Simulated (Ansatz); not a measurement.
The first iterations of a band of CH6BN3O (12 atoms, charge 0, multiplicity 1).

Computed with RKS PBE0-D4/cc-pVDZ in Ansatz.

* movable images: 5
* climbing image: yes
* spring: 5.0 eV/Å²
* optimiser: quadratic models (default)
* start path: through a guess of the saddle point
* force threshold: 0.5 eV/Å
* iteration limit: 60
* end points: relaxed

Initial state:

```xyz
12
Properties=species:S:1:pos:R:3
N -1.604 0.378 0.188
C -0.184 0.420 0.109
O 0.160 1.761 0.186
N 0.461 -0.479 1.070
B 1.092 -1.170 -0.001
N 0.528 -0.284 -0.995
H -2.011 0.949 -0.551
H -1.931 -0.580 0.092
H 1.058 1.810 -0.169
H 0.626 -0.246 2.039
H 1.814 -2.126 -0.062
H 0.067 -0.488 -1.873
```

Final state:

```xyz
12
Properties=species:S:1:pos:R:3
N -1.315 0.440 0.104
C 0.088 0.138 -0.018
O 0.766 1.350 -0.204
N 0.519 -0.538 1.199
B 0.776 -1.903 1.303
N 0.409 -0.776 -1.082
H -1.649 0.844 -0.772
H -1.833 -0.424 0.260
H 0.309 2.005 0.343
H 0.528 0.036 2.040
H 1.425 -0.828 -1.179
H 0.054 -0.400 -1.961
```

| iteration | highest image above the first end (eV) | largest band force component (eV/Å) |
| --- | --- | --- |
| 1 | 9.212 | 36.706 |
| 2 | 4.581 | 2.967 |
| 3 | 4.028 | 1.558 |
| 4 | 3.630 | 1.037 |
| 5 | 3.660 | 0.602 |

Question: Does the band converge within its limit, and where does its top end?

Answer: The run converged. It ended after 15 iterations with the highest image 4.051 eV above the first end. The threshold of 0.5 eV/Å is loose, so the images may lie well off the minimum-energy path. The profile has 2 maxima (images 3, 5) with wells between them (image 4): this band takes more than one step, which may be the mechanism or a detour left from its start path. Neighbouring images differ by up to 2.2 eV, so the band resolves the path poorly. The order of the stationary point at the top wasn't checked. The orbitals stay closed-shell, which can raise the energy where a bond breaks towards radicals; this wasn't checked here.

The run took 5.2 min on 2 threads of Intel(R) Xeon(R) Platinum 8259CL CPU @ 2.50GHz (Skylake/Cascade Lake) (shared host), peak memory 0.31 GiB.
